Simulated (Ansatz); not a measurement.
A structure relaxed at PBE0-D4/def2-TZVP, charge 0, multiplicity 1:

Cartesian coordinates in Å:
```
O -1.653 -0.232 1.655
Ge 0.002 -0.830 1.434
N 0.415 -0.948 -0.361
Si 0.463 0.388 -1.394
O -0.249 1.592 -0.535
F -0.338 0.072 -2.735
H -1.762 0.606 1.194
H 0.017 -2.243 2.022
H 1.002 0.138 2.085
H 0.319 -1.866 -0.768
H 1.799 0.829 -1.850
H -0.015 2.496 -0.748
```

Give its formula and SMILES.

FGeH6NO2Si, `[OH][GeH2][NH][SiH](O)F`.

Summarise the bond lengths by kind.

1 × Ge–O 1.774 Å; 2 × H–O 0.958 to 0.962 Å; 1 × Ge–N 1.846 Å; 2 × Ge–H 1.531 to 1.536 Å; 1 × N–Si 1.689 Å; 1 × H–N 1.009 Å; 1 × O–Si 1.642 Å; 1 × F–Si 1.594 Å; 1 × H–Si 1.478 Å.

All numbers were calculated with Ansatz.
